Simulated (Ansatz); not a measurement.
Geometry optimisation of CH4ClGeO2, SMILES `C[O][Ge]([OH])[Cl]` radical.

```yaml
crystal:
  periodic: [false, false, false]
  atoms:
    - {symbol: C, position_ang: [0.643510, -1.348370, 0.439090]}
    - {symbol: O, position_ang: [-0.220540, -0.440510, -0.175700]}
    - {symbol: Ge, position_ang: [-0.759240, 1.243460, 0.366420]}
    - {symbol: O, position_ang: [-1.509970, 1.779960, -1.152500]}
    - {symbol: Cl, position_ang: [1.044420, 2.499810, 0.506380]}
    - {symbol: H, position_ang: [1.491990, -0.852400, 0.916080]}
    - {symbol: H, position_ang: [1.023300, -2.004530, -0.349820]}
    - {symbol: H, position_ang: [0.114560, -1.960000, 1.174830]}
    - {symbol: H, position_ang: [-1.828030, 1.082560, -1.724780]}
basis:
  gaussian: {orbitals: def2-TZVP}
magnetization: {spin_polarized: true, initial_magnetization: 1}
hamiltonian: {xc: pbe0, dispersion: d4}
relax: {f_tol: 0.005, max_steps: 150}
```

```sh
$ ansatz run in.yaml --threads 2 --pin off --events-out ev --progress --plain --max-ram 20480MiB --backend cuda --devices 0, --max-vram 18GiB
```

Shortened log:

```
Functional definition: PBE0
mean field -74224.07847523 eV, -2727.6845730772 hartree, gradient 7.4e-5 eV, S^2 0.754932; 0 other end points of the search recorded, 0 dependent functions left out
relax step   1: F+E_penalty+E_count = -74224.25214700 eV  Δ(F+E_penalty+E_count) = +0.000e0 eV  max|allowed force component| = 1.267e0 eV/Å  Δτ_max = 0.0000 Å  (36 SCF iters, accepted)
mean field -74224.17365083 eV, -2727.6880707160 hartree, gradient 2.3e-5 eV, S^2 0.753980; 0 other end points of the search recorded, 0 dependent functions left out
relax step   2: F+E_penalty+E_count = -74224.34573109 eV  Δ(F+E_penalty+E_count) = -9.358e-2 eV  max|allowed force component| = 9.043e-1 eV/Å  Δτ_max = 0.1592 Å  (41 SCF iters, accepted)
mean field -74224.20839887 eV, -2727.6893476831 hartree, gradient 1.8e-5 eV, S^2 0.753818; 0 other end points of the search recorded, 0 dependent functions left out
relax step   3: F+E_penalty+E_count = -74224.38194418 eV  Δ(F+E_penalty+E_count) = -3.621e-2 eV  max|allowed force component| = 5.282e-1 eV/Å  Δτ_max = 0.0479 Å  (35 SCF iters, accepted)
mean field -74224.22350838 eV, -2727.6899029473 hartree, gradient 1.8e-5 eV, S^2 0.753575; 0 other end points of the search recorded, 0 dependent functions left out
relax step   4: F+E_penalty+E_count = -74224.39863680 eV  Δ(F+E_penalty+E_count) = -1.669e-2 eV  max|allowed force component| = 1.456e-1 eV/Å  Δτ_max = 0.0573 Å  (37 SCF iters, accepted)
mean field -74224.22515894 eV, -2727.6899636042 hartree, gradient 1.8e-5 eV, S^2 0.753549; 0 other end points of the search recorded, 0 dependent functions left out
relax step   5: F+E_penalty+E_count = -74224.40050070 eV  Δ(F+E_penalty+E_count) = -1.864e-3 eV  max|allowed force component| = 1.230e-1 eV/Å  Δτ_max = 0.0141 Å  (37 SCF iters, accepted)
mean field -74224.22752044 eV, -2727.6900503880 hartree, gradient 2.0e-5 eV, S^2 0.753523; 0 other end points of the search recorded, 0 dependent functions left out
relax step   6: F+E_penalty+E_count = -74224.40334561 eV  Δ(F+E_penalty+E_count) = -2.845e-3 eV  max|allowed force component| = 6.809e-2 eV/Å  Δτ_max = 0.0451 Å  (36 SCF iters, accepted)
mean field -74224.22844959 eV, -2727.6900845336 hartree, gradient 1.9e-5 eV, S^2 0.753527; 0 other end points of the search recorded, 0 dependent functions left out
relax step   7: F+E_penalty+E_count = -74224.40459699 eV  Δ(F+E_penalty+E_count) = -1.251e-3 eV  max|allowed force component| = 6.253e-2 eV/Å  Δτ_max = 0.0368 Å  (35 SCF iters, accepted)
mean field -74224.22898307 eV, -2727.6901041383 hartree, gradient 1.3e-5 eV, S^2 0.753544; 0 other end points of the search recorded, 0 dependent functions left out
relax step   8: F+E_penalty+E_count = -74224.40566479 eV  Δ(F+E_penalty+E_count) = -1.068e-3 eV  max|allowed force component| = 7.263e-2 eV/Å  Δτ_max = 0.0838 Å  (36 SCF iters, accepted)
mean field -74224.22960641 eV, -2727.6901270457 hartree, gradient 1.7e-5 eV, S^2 0.753542; 0 other end points of the search recorded, 0 dependent functions left out
relax step   9: F+E_penalty+E_count = -74224.40624852 eV  Δ(F+E_penalty+E_count) = -5.837e-4 eV  max|allowed force component| = 3.122e-2 eV/Å  Δτ_max = 0.0077 Å  (38 SCF iters, accepted)
mean field -74224.22978909 eV, -2727.6901337590 hartree, gradient 1.9e-5 eV, S^2 0.753511; 0 other end points of the search recorded, 0 dependent functions left out
relax step  10: F+E_penalty+E_count = -74224.40641631 eV  Δ(F+E_penalty+E_count) = -1.678e-4 eV  max|allowed force component| = 1.769e-2 eV/Å  Δτ_max = 0.0225 Å  (35 SCF iters, accepted)
mean field -74224.22993670 eV, -2727.6901391836 hartree, gradient 1.8e-5 eV, S^2 0.753505; 0 other end points of the search recorded, 0 dependent functions left out
relax step  11: F+E_penalty+E_count = -74224.40668752 eV  Δ(F+E_penalty+E_count) = -2.712e-4 eV  max|allowed force component| = 1.007e-2 eV/Å  Δτ_max = 0.0329 Å  (36 SCF iters, accepted)
mean field -74224.22990111 eV, -2727.6901378757 hartree, gradient 2.7e-5 eV, S^2 0.753491; 0 other end points of the search recorded, 0 dependent functions left out
relax step  12: F+E_penalty+E_count = -74224.40647050 eV  Δ(F+E_penalty+E_count) = +2.170e-4 eV  max|allowed force component| = 4.710e-2 eV/Å  Δτ_max = 0.0564 Å  (35 SCF iters, rejected (line search))
mean field -74224.23019690 eV, -2727.6901487457 hartree, gradient 1.9e-5 eV, S^2 0.753507; 0 other end points of the search recorded, 0 dependent functions left out
relax step  13: F+E_penalty+E_count = -74224.40688302 eV  Δ(F+E_penalty+E_count) = -1.955e-4 eV  max|allowed force component| = 1.207e-2 eV/Å  Δτ_max = 0.0275 Å  (36 SCF iters, accepted)
mean field -74224.23030248 eV, -2727.6901526259 hartree, gradient 1.8e-5 eV, S^2 0.753506; 0 other end points of the search recorded, 0 dependent functions left out
relax step  14: F+E_penalty+E_count = -74224.40693547 eV  Δ(F+E_penalty+E_count) = -5.245e-5 eV  max|allowed force component| = 1.111e-2 eV/Å  Δτ_max = 0.0138 Å  (36 SCF iters, accepted)
mean field -74224.23035636 eV, -2727.6901546060 hartree, gradient 1.8e-5 eV, S^2 0.753505; 0 other end points of the search recorded, 0 dependent functions left out
relax step  15: F+E_penalty+E_count = -74224.40697033 eV  Δ(F+E_penalty+E_count) = -3.486e-5 eV  max|allowed force component| = 8.038e-3 eV/Å  Δτ_max = 0.0097 Å  (36 SCF iters, accepted)
mean field -74224.23037959 eV, -2727.6901554595 hartree, gradient 1.8e-5 eV, S^2 0.753505; 0 other end points of the search recorded, 0 dependent functions left out
relax step  16: F+E_penalty+E_count = -74224.40698349 eV  Δ(F+E_penalty+E_count) = -1.317e-5 eV  max|allowed force component| = 3.822e-3 eV/Å  Δτ_max = 0.0049 Å  (37 SCF iters, accepted)
mean field -74224.23037959 eV, -2727.6901554595 hartree, gradient 4.9e-5 eV, S^2 0.753505; 1 other end points of the search recorded, 0 dependent functions left out
Total energy: -74224.40701330 eV, -2727.6966466286 hartree
Atom 0 at     0.654143    -1.295427     0.414501 Å, force     0.003229    -0.001598     0.003073 eV/Å
Atom 1 at    -0.275341    -0.492828    -0.284758 Å, force    -0.000633    -0.000498    -0.002417 eV/Å
Atom 2 at    -0.760708     1.117743     0.283616 Å, force    -0.001772     0.003822     0.000203 eV/Å
Atom 3 at    -1.562479     1.817259    -1.128945 Å, force     0.000738    -0.001833     0.001971 eV/Å
Atom 4 at     1.009109     2.299585     0.723503 Å, force     0.000555    -0.001797     0.000114 eV/Å
Atom 5 at     1.549100    -0.731681     0.696467 Å, force    -0.001638    -0.001679    -0.000461 eV/Å
Atom 6 at     0.949381    -2.107501    -0.252913 Å, force    -0.000595     0.002028     0.001649 eV/Å
Atom 7 at     0.210140    -1.732576     1.314676 Å, force     0.001086     0.001231    -0.002520 eV/Å
Atom 8 at    -1.773346     1.125408    -1.766147 Å, force    -0.000970     0.000324    -0.001611 eV/Å
Dipole moment:    -0.091078    -0.509590     0.079307 e Å
```

Hardware: 2 threads of an AMD EPYC 7R13 on a shared host and a share of an NVIDIA H100 80 GB. Wall time 25 s, peak host memory 0.93 GiB.
